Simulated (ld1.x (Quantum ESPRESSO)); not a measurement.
Before and after: TM potential for copper

```json
{
 "Element": "Cu",
 "Generator": "ld1.x (Quantum ESPRESSO) 7.5",
 "Type": "norm-conserving Troullier–Martins (Kleinman–Bylander form)",
 "Functional": "PBEsol",
 "Relativity": "scalar-relativistic",
 "Frozen core": "[Ar]",
 "Valence charge": "11",
 "Reference configuration": "3d9 4s2 4p0",
 "Partial waves": "4p (bound, empty): rc 3.45 bohr; 3d (bound): rc 1.45 bohr; 4f channel at 0.05 Ry: rc 3.00 bohr; 4s (bound): rc 2.00 bohr",
 "Local potential": "the s channel",
 "Core correction": "Bessel-smoothed model core inside 0.85 bohr"
}
```

Change: wave 3d (bound): rc 1.45 bohr becomes 3d (bound): rc 2.04 bohr.

Cutoffs: the cutoffs (Ry, on a coarse ladder) from which the occupation-weighted sum of valence levels, in a spherical-Bessel basis at the reference potential, stays within 10 and 1 mRy of its value at 400 Ry; they do not see the model core or the augmentation charge, which bear on the density cutoff. Errors are all-electron minus pseudo energies relative to the spin-unpolarised reference configuration.

Predict the effect on cutoff, ghosts and configuration errors.

The potential gets softer (140 Ry and 230 Ry → 80 Ry and 140 Ry); of the 7 tests that both files solve, the error grows in 1 and shrinks in 6 by more than 15 % and 0.3 meV (median size 299.7 → 105.1 meV); neither file shows a bound ghost. A larger radius leaves more room for a smooth pseudo-wave, so fewer plane waves are needed.

```tsv
quantity	base	changed
cutoff, loose	140 Ry	80 Ry
cutoff, tight	230 Ry	140 Ry
loose cutoff by channel (10 mRy a level)	d 110 Ry, s 8 Ry	d 70 Ry, s 8 Ry
bound ghosts	none	none
error for 3d10 4s1 4p0, meV [ΔE -1.99 eV]	-243	-105
error for 3d10 4s0 4p0, meV [ΔE 6.12 eV]	-369	-114
error for 3d9 4s0 4p0, meV [ΔE 27.43 eV]	-44	-22
error for 3d10 4s0 4p1, meV [ΔE 2.18 eV]	-303	-102
error for 3d10 4s0.5 4p0, meV [ΔE 1.17 eV]	-300	-112
error for 3d9 4s1 4p1, meV [ΔE 4.88 eV]	+1.2	+2.7
error for 3d7 4s0 4p0, meV [ΔE 126.10 eV]	-1878	-600
s: phases at 3.77 bohr within 0.05 rad from the reference energy up to (Ry; the scan ends near 5)	1.0	1.0
p: phases at 3.77 bohr within 0.05 rad from the reference energy up to (Ry; the scan ends near 5)	1.6	1.6
d: phases at 3.77 bohr within 0.05 rad from the reference energy up to (Ry; the scan ends near 5)	0.4	0.3
f: phases at 3.77 bohr within 0.05 rad from the reference energy up to (Ry; the scan ends near 5)	3.6	3.6
```
